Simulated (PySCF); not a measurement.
PySCF calculation with shielding tensors at PBE0/pcSseg-1 (GIAO) and geometry from GFN2-xTB; single conformer, non-relativistic Hamiltonian, fast rotation and ring inversion assumed for equivalent nuclei, gas phase.

Referencing at the same level of theory: TMS for 1H, 13C. Shifts are as computed. Against solution values, carbons near 30 ppm lie about +3 ppm off and those near 130 ppm about +5 ppm. Of 1211 compounds with measured shifts, 218 miss one by over three times the rms of a fit or turn the order of signals round; such compounds aren't used in these exercises. OH and NH positions are gas-phase values without hydrogen bonding to other molecules.

Task: Order these molecules by the shift of their most shielded carbon, lowest δ first.
A. C[SiH2][Si@H](N)C(F)(F)F
B. Cc1nnncc1C#N
C. CC(=O)c1cn([SiH3])nn1

Result: A (-10.7 ppm, methyl carbon bonded to Si), B (24.7 ppm, methyl carbon on an aromatic ring), C (31.2 ppm, methyl carbon α to a carbonyl).

Task: Order these molecules by the shift of their most deshielded carbon, lowest δ first.
A. Cc1nnncc1C#N
B. CC(=O)c1cnn([SiH3])n1
C. C[SiH2][Si@H](N)C(F)(F)F

Result: C (141.2 ppm, CF3 carbon), A (163.3 ppm, substituted aromatic carbon next to a ring nitrogen), B (196.6 ppm, ketone carbonyl carbon).

Task: How many 13C and 1H signals does each give (equivalence by symmetry and fast rotation, but not about amide C–N or C=N bonds)? `CC(=O)c1cnn([SiH3])n1`, `CC(=O)c1cn([SiH3])nn1`, `Cc1nnncc1C#N`, `C[SiH2][Si@H](N)C(F)(F)F`

Result: CC(=O)c1cnn([SiH3])n1: 4 C, 3 H; CC(=O)c1cn([SiH3])nn1: 4 C, 3 H; Cc1nnncc1C#N: 5 C, 2 H; C[SiH2][Si@H](N)C(F)(F)F: 2 C, 5 H.
